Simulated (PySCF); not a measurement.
Cartesian coordinates in Å; atom numbers follow the order of the lines, from 1:
```xyz
12

C    -1.631    0.467    0.999
C    -1.520   -0.428    0.010
Si    0.071   -0.765   -0.897
F     0.447   -2.351   -0.745
Si    1.849    0.499   -0.033
H    -2.585    0.666    1.501
H    -0.775    1.049    1.361
H    -2.420   -0.978   -0.295
H    -0.108   -0.523   -2.361
H     1.960    0.322    1.448
H     1.627    1.950   -0.324
H     3.131    0.071   -0.671
```

Geometry: PBE0-D3(BJ)/def2-SVP; GIAO shifts from PySCF 2.14.0 with density-fitted response routines, gas phase, non-relativistic, averaged over equivalent atoms.

At OPBE/pcSseg-2 (292 basis functions, 44 s wall time on 1 thread of an Arm Neoverse V2, shared host):
```
      atoms  δ (ppm)
         C1    144.6
         C2    140.8
        Si3     13.7
        Si5   -113.9
         F4   -220.5
         H8     7.06
         H6     6.64
         H7     6.36
         H9     5.96
H10/H11/H12     3.60
```

References, each an isolated molecule treated in the same way: TMS for ¹³C (184.41 ppm), ²⁹Si (355.55 ppm), ¹H (31.20 ppm); ¹⁹F (155.15 ppm) against CFCl3.

Task: Predict the values at PBE0/pcSseg-2 on the same geometry.

Result: 
```
      atoms  δ at PBE0/pcSseg-2  change
         C1               150.8    +6.2
         C2               147.7    +6.9
        Si3                13.4    -0.3
        Si5              -116.2    -2.3
         F4              -204.9   +15.6
         H8                6.98   -0.08
         H6                6.61   -0.03
         H7                6.29   -0.07
         H9                5.78   -0.18
H10/H11/H12                3.60   +0.00
```

Shifts are taken against calculated references (same method and geometry level): ¹³C (σref 184.13) and ²⁹Si (σref 341.29) and ¹H (σref 31.25) vs TMS; ¹⁹F (σref 175.81) against CFCl3.

The largest change is at F4 (fluorine bonded to Si). Cost: 292 basis functions, 68 s wall time on 1 thread of an Arm Neoverse V1, shared host.

Unscaled 19F shifts against computed CFCl3 carry errors that often reach 10 to 50 ppm.
